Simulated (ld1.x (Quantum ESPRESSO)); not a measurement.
## Ranking ultrasoft potentials for hydrogen

All share these settings but for the change named:

```json
{"Element": "H (Z = 1)", "Generator": "ld1.x (Quantum ESPRESSO) 7.5", "Type": "ultrasoft", "Functional": "PBE", "Relativity": "scalar-relativistic", "Frozen core": "none", "Valence charge": "1", "Reference configuration": "1s1", "Partial waves": "1s (bound): rcut 0.65, rcutus 0.75 bohr; 1s channel at 0.05 Ry: rcut 0.65, rcutus 0.75 bohr", "Local potential": "all-electron potential smoothed inside 0.60 bohr (lloc = -1)", "Core correction": "none", "Augmentation charge": "PSQ, inside the norm-conserving radii"}
```

Cutoff: the first of the cutoffs (Ry, on a coarse ladder) from which the occupation-weighted sum of valence levels, in a spherical-Bessel basis at the reference potential, stays within 10 and 1 mRy of its value at 400 Ry; the density cutoff is not measured.

The base gives 30 Ry.

Of 10 variants that were run, those that failed, showed a ghost or another fault, or gave nearly equal values are left out.

A variant can come out equal or close to the base.

Q: Rank these variants from softest to hardest (loose cutoff).
A. waves 1s (bound): rcut 0.78, rcutus 0.90 bohr; 1s channel at 0.05 Ry: rcut 0.78, rcutus 0.90 bohr; local potential all-electron potential smoothed inside 0.72 bohr (lloc = -1)
B. waves 1s (bound): rcut 0.68, rcutus 0.78 bohr; 1s channel at 0.05 Ry: rcut 0.68, rcutus 0.78 bohr; local potential all-electron potential smoothed inside 0.62 bohr (lloc = -1)
C. waves 1s (bound): rcut 0.54, rcutus 0.62 bohr; 1s channel at 0.05 Ry: rcut 0.54, rcutus 0.62 bohr; local potential all-electron potential smoothed inside 0.50 bohr (lloc = -1)
D. waves 1s (bound): rcut 0.84, rcutus 0.98 bohr; 1s channel at 0.05 Ry: rcut 0.84, rcutus 0.98 bohr; local potential all-electron potential smoothed inside 0.78 bohr (lloc = -1)
E. waves 1s (bound): rcut 0.50, rcutus 0.56 bohr; 1s channel at 0.05 Ry: rcut 0.50, rcutus 0.56 bohr; local potential all-electron potential smoothed inside 0.46 bohr (lloc = -1)

A: D (18 Ry), A (21 Ry), B (25 Ry), C (30 Ry), E (35 Ry).
